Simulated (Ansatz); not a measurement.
`CN(C)c1ccc(C#N)cc1` + CH₄ → `Cc1ccc(N(C)C)cc1` + `C#N`  (formal exchange of groups at a C–C bond)

Computed with Ansatz on PBE0-D4/def2-TZVP structures; ΔE is electronic, products minus reactants. CBS: MP2 limit from def2 TZ/QZ plus the TZ coupled-cluster correction, frozen cores. This one scheme is used for every species. Functionals use def2-TZVPP. Each species was taken in one conformer, which may not be the lowest.

| level | ΔE (eV) |
| --- | --- |
| r2SCAN | 0.70 |
| CCSD/def2-TZVPP | 0.50 |

**Question.** What does CCSD(T)/CBS give? (Best estimate.)

**Answer.** Computed: +0.51 eV. The listed levels differ from it by 0.19, -0.01 eV.

Largest T1 diagnostic among the species: 0.014.

From PBE to PBE0 (25 % exact exchange), in def2-TZVPP and without D4, ΔE moves by −0.04 eV. Leaving LDA and LC-ωPBE aside and taking each functional with its dispersion term where it has one, the values, not all of them listed here, spread over 0.15 eV, from ωB97M-V to B97M-V.
